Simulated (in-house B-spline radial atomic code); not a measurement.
Configurations of Ni³⁺, with energies counted from [Ar] 3d7. Computed with an all-electron radial atomic-structure program (B-spline basis): scalar-relativistic (X2C) PBE0, spin-polarised, spherical fractional occupations, Fermi nucleus of rms radius 3.7757 fm. Shells without spins written out take the highest spin.

Caution: exact exchange at fractional occupations of open shells leaves self-interaction of up to several eV.

Occupations are held fixed; configurations that lie above the ionisation limit could autoionise.

```json
{"configuration": "[Ar] 3d6 4p1", "E - E(ref) (eV)": "20.969", "highest orbital": "4p up", "its <r> (bohr)": "2.352"}
{"configuration": "[Ar] 3d(5 up, 1 down) 4d(1 up, 0 down)", "E - E(ref) (eV)": "32.522", "highest orbital": "4d up", "its <r> (bohr)": "3.172"}
{"configuration": "[Ne] 3s2 3p(3 up, 2 down) 3d(3 up, 4 down) 4p(1 up, 0 down)", "E - E(ref) (eV)": "99.51", "highest orbital": "4p up", "its <r> (bohr)": "2.365"}
{"configuration": "[Ne] 3s2 3p5 3d7 4d1", "E - E(ref) (eV)": "101.52", "highest orbital": "4d up", "its <r> (bohr)": "3.16"}
{"configuration": "[Ne] 3s2 3p(3 up, 2 down) 3d(4 up, 3 down) 4d(1 up, 0 down)", "E - E(ref) (eV)": "109.04", "highest orbital": "4d up", "its <r> (bohr)": "3.176"}
{"configuration": "[Ne] 3s2 3p5 3d7 4f1", "E - E(ref) (eV)": "109.05", "highest orbital": "4f up", "its <r> (bohr)": "4.4"}
```

Task: Order these further configurations by energy, lowest first.
A. [Ne] 3s2 3p5 3d7 4s1
B. [Ne] 3s2 3p5 3d8
C. [Ar] 3d6 4s1
D. [Ar] 3d(2 up, 4 down) 4s(1 up, 0 down)
E. [Ar] 3d6 4f1

Result: C (11.573 eV), D (20.608 eV), E (39.998 eV), B (67.237 eV), A (80.463 eV).

Task: How far above the reference does [Ne] 3s2 3p5 3d7 4p1 lie?

Result: 89.898 eV; its least bound orbital is 4p up with <r> = 2.343 bohr.

Task: How far above the reference does [Ar] 3d(3 up, 4 down) lie?

Result: 5.1758 eV; its least bound orbital is 3d up with <r> = 0.9054 bohr.
